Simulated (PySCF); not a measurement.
# Two-component Hartree-Fock for Br⁺ (bromine, charge +1)

Start: [Ar] 3d10 4s2 4p4; 4p1/2 filled at m_j = -1/2, +1/2; 4p3/2 filled at m_j = +1/2, +3/2. Calculated with PySCF 2.14 in x2c-TZVPPall-2c: generalised Hartree-Fock with the X2C-1e Hamiltonian and a Gaussian nucleus; one run each with spin-orbit coupling (SO) switched off, then screened by Boettger's factors.

| spinor shell | electrons | ε, spin-free (eV) | ε, screened SO (eV) | weight of nominal j (screened SO) | rms radius, screened SO (bohr) |
| --- | --- | --- | --- | --- | --- |
| 1s1/2 | 2 | -13568.8 | -13568.3 | 1.000 | 0.0492 |
| 2s1/2 | 2 | -1837.1 | -1836.9 | 1.000 | 0.205 |
| 2p1/2 | 2 | -1616.3 | -1648.9 | 1.000 | 0.180 |
| 2p3/2 | 4 | -1616.3 | -1600.6 | 1.000 | 0.184 |
| 3s1/2 | 2 | -288.63 | -288.54 | 1.000 | 0.588 |
| 3p1/2 | 2 | -216.51 | -221.51 | 0.999 | 0.600 |
| 3p3/2 | 4 | -216.51 | -214.00 | 0.999 | 0.611 |
| 3d3/2 | 4 | -96.986 | -97.639 | 0.982 | 0.649 |
| 3d5/2 | 6 | -96.986 | -96.417 | 0.988 | 0.651 |
| 4s1/2 | 2 | -37.500 | -37.466 | 0.999 | 1.78 |
| 4p3/2 | 2 | -22.874 | -23.539 | 0.815 | 2.10 |
| 4p1/2 | 2 | -22.874 | -22.260 | 0.718 | 2.12 |

| quantity | spin-free | screened SO |
| --- | --- | --- |
| E (hartree) | -2603.94381 | -2604.09091 |
| M_J | 2 | 2 |
| ⟨J²⟩ | 6.011 | 6.017 |
| ⟨L²⟩ | 2.008 | 2.113 |
| ⟨S²⟩ | 2.003 | 1.956 |

Each row is a mean over spinors that exchange with the open shell spreads, by up to 5.950 eV (4s1/2).

Rows whose weight is well below 1 are mixtures of j = l ± 1/2: exchange outweighs spin-orbit coupling there, and the label is only the starting occupation.

Without spin-orbit coupling the j labels of p, d and f shells carry no meaning; the spin-free column gives the mean over the occupied spinors of each nl shell.
